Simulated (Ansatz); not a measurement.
Two isomers of CH4FNOSi: A = `NC1(F)O[SiH2]1`, B = `C=N[SiH](O)F`.

Calculated with Ansatz (gas phase, PBE0-D4/def2-TZVP geometries, no zero-point term in ΔE). CCSD(T)/CBS adds triple-zeta CCSD(T) − MP2 to the extrapolated MP2 energy (def2 sets, frozen cores). Functionals use def2-TZVPP. B3LYP here is the variant with VWN-RPA as its local correlation; programs differ in this. One conformer a species, not always the lowest.

Question: Which is lower in electronic energy at CCSD(T)/CBS, and by how much? (An estimate is asked.)

Answer: Computed: B, by 379.4 kJ/mol.

Question: Give E(B) − E(A) in kJ/mol with PBE-D4, CCSD(T)/def2-SVP, PBE0-D4, B3LYP-D4, CCSD(T)/def2-TZVPP, B3LYP, CCSD/def2-TZVPP. (Estimate.)

Answer: The calculation gave: PBE-D4 -325.0, CCSD(T)/def2-SVP -338.1, PBE0-D4 -340.1, B3LYP-D4 -369.6, CCSD(T)/def2-TZVPP -376.0, B3LYP -369.3, CCSD/def2-TZVPP -382.4. None reverses the order clearly.

Question: Does the order hold for the free energy at 298.15 K (harmonic terms from PBE0-D4)? (Estimate.)

Answer: Computed: Yes: G(B) − G(A) = -384.4 kJ/mol, for one conformer each. Modes under 60 cm⁻¹, often nearly free rotors, make the harmonic entropy too high.

Largest T1 diagnostic: 0.014.

Leaving LDA and LC-ωPBE aside and taking each functional with its dispersion term where it has one, the values, not all of them listed here, spread over 62.2 kJ/mol, from BHLYP-D4 to PBE-D4. LDA lies +25.2 kJ/mol from PBE without D4. From BLYP to BHLYP (50 % exact exchange), in def2-TZVPP and without D4, E(B) − E(A) moves by −26.5 kJ/mol.
